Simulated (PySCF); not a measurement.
An unknown shows these calculated signals:

1H NMR (300 MHz, computed): δ 3.95 (m, 4H), 2.68 (m, 2H), 2.29 (s, 3H), 1.58 (m, 4H).

13C{1H} NMR (computed): δ 208.1 (C), 70.0 (CH2), 54.1 (CH2), 32.3 (CH2), 31.9 (CH3).

One conformer, non-relativistic, isolated molecule, equivalent nuclei averaged. Coordinates at the GFN2-xTB level; NMR shieldings at PBE0/pcSseg-1/GIAO; PySCF 2.14.0 with density-fitted response routines.

Shifts are taken against calculated references (same method and geometry level): TMS for 1H (σref 31.72), 13C (σref 186.93).

Question: Which of these does the molecule contain: an N-methyl group, a vinyl group CH=CH2, an ester, a ketone?

Answer: 
- An N-methyl group: no.
- A vinyl group CH=CH2: no.
- An ester: no.
- A ketone: yes (δC 208.1).

The data belong to `C(C(C)=O)P1CCOCC1`, C7H13O2P; they needn't prove each group on their own.

Carbon signals by region: 1 in the far downfield region (above 160 ppm), 2 at 50–100 ppm, 2 below 50 ppm. Above 160 ppm: 208.1, ketone carbonyl carbon.

Splittings by 31P in the carbon and heteronuclear signals aren't shown, as no couplings were computed. Shifts are as computed. Against solution values, carbons near 30 ppm lie about +3 ppm off and those near 130 ppm about +5 ppm. Of 1211 compounds with measured shifts, 218 miss one by over three times the rms of a fit or turn the order of signals round; such compounds aren't used in these exercises. Multiplicities follow the n + 1 count of equivalent neighbours, as no J values were calculated; m marks all less simple cases, F and P coupling included.
